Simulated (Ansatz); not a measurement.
A series at Sn: from `[NH2][Sn]([Cl])([Cl])[Cl]`, ligands are replaced one by one, each step taking up NH₃ and setting free HCl; n counts the steps. Ansatz, PBE0-D4/def2-TZVP geometries. Each molecule was computed in one conformer, which needn't be the lowest.

CBS adds triple-zeta CCSD(T) − MP2 to the MP2 limit, frozen cores; atoms without spin–orbit coupling. Elements past krypton have def2 core potentials. Outer-core shells of Sn are correlated without core-valence functions. Spin–orbit coupling is left out.

```tsv
n	molecule	atomization energy, CCSD(T)/CBS (kJ/mol)
0	`[NH2][Sn]([Cl])([Cl])[Cl]`	2068.1
1	`[NH2][Sn]([NH2])([Cl])[Cl]`	2793.7
2	`[NH2][Sn]([NH2])([NH2])[Cl]`	3505.4
3	`[NH2][Sn]([NH2])([NH2])[NH2]`	?
```

Task: By hand: fit a straight line y = ȳ + b (n − n̄) to the 3 given rows and predict n = 3.

Result: n̄ = 1.000, ȳ = 2789.07; Σ(n − n̄)(y − ȳ) = 1437.30, Σ(n − n̄)² = 2.000, so b = 718.65 kJ/mol a step. Prediction: 2789.07 + (718.65) × (2.000) = 4226.4 kJ/mol.

Task: By hand: compare with the computed value, 4206.1 kJ/mol, and give the steps along the whole series.

Result: The line misses by -20.3 kJ/mol (computed minus predicted). Steps: 725.6, 711.7, 700.7 kJ/mol.

The steps differ by up to 24.9 kJ/mol, small against a whole step but well beyond the method's doubt, so the ligands' effects don't simply add. The miss is 0.9 % of the series' range. The energies themselves are unsure by some kJ/mol a bond, though much of that is common to the series.
